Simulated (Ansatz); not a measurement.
`C[CH2][InH][Cl]` + H₂ → `[CH3][InH][Cl]` + CH₄ at 600 K and 1 bar (hydrogenolysis of a C–C bond).

Program: Ansatz. Geometries: PBE0-D4/def2-TZVP. ΔE: electronic, gas phase. CBS: MP2 limit from def2 TZ/QZ plus the TZ coupled-cluster correction, frozen cores. This one scheme is used for every species. def2 core potentials past Kr. For In outer-core shells are correlated without core-valence functions, which leaves a few kJ/mol of doubt a bond. Each species was taken in one conformer, which may not be the lowest.

```tsv
species	CCSD(T)/CBS energy (Eh)	H − E (kJ/mol)	S (J/(mol·K))
`C[CH2][InH][Cl]`	-729.34923	246.4	454.0
H₂	-1.17544	43.9	150.8
`[CH3][InH][Cl]`	-690.09240	158.2	406.9
CH₄	-40.46206	140.4	215.7
```

H − E and S are ideal-gas, rigid-rotor, harmonic terms from PBE0-D4/def2-TZVP, for one conformer and one mirror image of each species. For small species the MP2-based limit differs from directly extrapolated CCSD(T) by up to some mEh (0.8 for H₂); such offsets cancel only in part. 1 Eh = 2625.50 kJ/mol, R = 8.31446 J/(mol·K).

Problem. By hand: ΔE, ΔH, ΔS and ΔG.

Solution. ΔE = (-690.09240) + (-40.46206) − (-729.34923) − (-1.17544) = -0.02979 Eh = -78.2 kJ/mol. Δ(H − E) = 158.2 + 140.4 − 246.4 − 43.9 = 8.3, so ΔH = -69.9 kJ/mol. ΔS = 406.9 + 215.7 − 454.0 − 150.8 = 17.8 J/(mol·K). ΔG = -69.9 − 600 × (17.8)/1000 = -80.6 kJ/mol.

Problem. By hand: the equilibrium constant, and the temperature at which ΔG would vanish if ΔH and ΔS stayed fixed.

Solution. log₁₀ K = −ΔG/(RT ln 10) = 7.0. ΔH and −TΔS have one sign here, so there is no such temperature.

ΔH outweighs TΔS. A doubt of 5 kJ/mol in ΔE shifts log₁₀ K by 0.4 here. Other conformers and mirror images would add mixing entropy, several J/(mol·K) or more a flexible species. Modes under 60 cm⁻¹, often nearly free rotors, make the harmonic entropy too high. These are equilibria of isolated gas molecules and say nothing of rates. Largest T1 diagnostic: 0.012 (customary marks: 0.02 for closed shells, 0.045 for open ones).
